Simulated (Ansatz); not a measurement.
`BrBB1C=C1`, relaxed with RKS PBE0-D4/def2-TZVP in Ansatz 0.2.0 from a PBE-D4/def2-SVP geometry. The force threshold is 0.005 eV/Å; the program also tests the step.

Charge 0, multiplicity 1.

Start:

```xyz
8

Br    0.622   -2.972    0.091
B     0.978   -1.212   -0.604
B     0.059    0.047   -0.065
C    -1.135    0.959   -0.113
C    -0.253    1.173    0.881
H     1.880   -1.149   -1.416
H    -2.084    1.333   -0.525
H    -0.067    1.822    1.750
```

**Question.** By how much does the energy fall, and how many steps does the optimiser take? (An estimate is asked.)

**Answer.** Ansatz gave: 4.20 kJ/mol, in 7 steps, 1 of them rejected.

**Question.** Which bonds change most? (An estimate is asked.)

**Answer.** The calculation gave: B3–C4 from 1.503 to 1.480 Å; B3–C5 from 1.503 to 1.480 Å; B2–H6 from 1.215 to 1.192 Å; C4–H7 from 1.100 to 1.081 Å.

**Question.** Give the relaxed structure. (Best estimate.)

**Answer.** The calculation gave: 
```xyz
8

Br    0.624   -2.955    0.085
B     0.965   -1.200   -0.596
B     0.054    0.049   -0.059
C    -1.120    0.949   -0.113
C    -0.249    1.161    0.870
H     1.849   -1.130   -1.394
H    -2.051    1.323   -0.514
H    -0.072    1.804    1.720
```
